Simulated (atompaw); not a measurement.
Before and after: PAW (atompaw) potential for copper (Cu)

- Element: copper (Cu)
- Generator: atompaw 4.2.0.5
- Type: PAW
- Functional: PBE
- Relativity: scalar-relativistic
- Frozen core: [Ne]
- Valence charge: 19
- Reference configuration: 3s2 3p6 3d10 4s1 4p0
- Partial waves: 3s (bound): rc 1.20 bohr; 4s (bound): rc 1.60 bohr; 3p (bound): rc 1.05 bohr; 4p (bound, empty): rc 1.60 bohr; 3d (bound): rc 1.60 bohr; 3d channel at 0.3 Ry: rc 1.60 bohr
- Local potential: bessel scheme, radius 1.55 bohr
- Core correction: smooth core density matched at 0.95 bohr
- Augmentation charge: sinc compensation charge, radius 1.45 bohr; PAW radius 1.60 bohr; waves and projectors: modrrkj vanderbiltortho

Change: all radii scaled by about 1.31 (s 1.58, p 1.38, d 2.10 bohr); local potential bessel scheme, radius 2.04 bohr; augmentation sinc compensation charge, radius 1.90 bohr; PAW radius 2.10 bohr; waves and projectors: modrrkj vanderbiltortho; core correction smooth core density matched at 1.24 bohr.

Cutoffs: the cutoffs (Ry, on a coarse ladder) from which the occupation-weighted sum of valence levels, in a spherical-Bessel basis at the reference potential, stays within 10 and 1 mRy of its value at 400 Ry; they do not see the model core or the augmentation charge, which bear on the density cutoff.

Task: What does the change do?

Result: The potential gets softer (100 Ry and 160 Ry → 55 Ry and 90 Ry); neither file shows a bound ghost. A larger radius leaves more room for a smooth pseudo-wave, so fewer plane waves are needed.

| quantity | base | changed |
| --- | --- | --- |
| cutoff, loose | 100 Ry | 55 Ry |
| cutoff, tight | 160 Ry | 90 Ry |
| loose cutoff by channel (10 mRy a level) | s 30 Ry, p 55 Ry, d 30 Ry | s 18 Ry, p 35 Ry, d 18 Ry |
| bound ghosts | none | none |
| lowest overlap eigenvalue by channel | s 0.73, p 0.57, d 0.07 | s 1.00, p 1.00, d 1.00 |

 The cutoffs see the waves, projectors and local potential, not the compensation charge or the core.
